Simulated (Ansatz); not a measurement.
ClF-, multiplicity 2 (lowest of 2S+1 = 2, 4 at CCSD(T)/def2-TZVPP on PBE0 minima; our sources give no spin for the ground state, which may be another), most abundant isotopes (18.9984 and 34.9689 u). Constants from fifth-degree fits in 1/R to seven points on the lowest solution found; no spin–orbit coupling, no relativity up to Kr; ω_e x_e and α_e move by some per cent with the fit.

Frozen-core correlation. CBS: X⁻³ extrapolation of the correlation energy, Hartree–Fock from the larger set.

The values were computed with Ansatz (Gaussian basis) for Hartree–Fock, density functionals and correlated methods. 

```
level                                          r_e (Å)  ω_e (cm⁻¹)  ω_e x_e (cm⁻¹)  α_e (cm⁻¹)
---------------------------------------------  -------  ----------  --------------  ----------
PBE/def2-TZVPP                                  2.3088       260.2            4.40     0.00452
CCSD(T)/CBS(aug-cc-pV(T+d)Z, aug-cc-pV(Q+d)Z)   2.1500       386.1            3.61     0.00338
```

Q: Derive the rotational constants, the centrifugal constant, the fundamental, the zero-point energy and the force constant.

A: 
μ = 12.31029 u.
- PBE/def2-TZVPP: B_e = 16.8576/(μ r_e²) = 0.25689 cm⁻¹; B₀ = B_e − α_e/2 = 0.25463 cm⁻¹; D = 4B_e³/ω_e² = 1.00e-06 cm⁻¹; fundamental ω_e − 2ω_e x_e = 251 cm⁻¹; zero-point energy ω_e/2 − ω_e x_e/4 = 129 cm⁻¹; k = μ(2πcω_e)² = 49.1 N/m
- CCSD(T)/CBS(aug-cc-pV(T+d)Z, aug-cc-pV(Q+d)Z): B_e = 16.8576/(μ r_e²) = 0.29625 cm⁻¹; B₀ = B_e − α_e/2 = 0.29456 cm⁻¹; D = 4B_e³/ω_e² = 6.98e-07 cm⁻¹; fundamental ω_e − 2ω_e x_e = 379 cm⁻¹; zero-point energy ω_e/2 − ω_e x_e/4 = 192 cm⁻¹; k = μ(2πcω_e)² = 108 N/m

Doubts at one or more of the structures used: T1 above 0.05 (CCSD(T)/CBS(aug-cc-pV(T+d)Z, aug-cc-pV(Q+d)Z)).

Ansatz is an electronic-structure program.
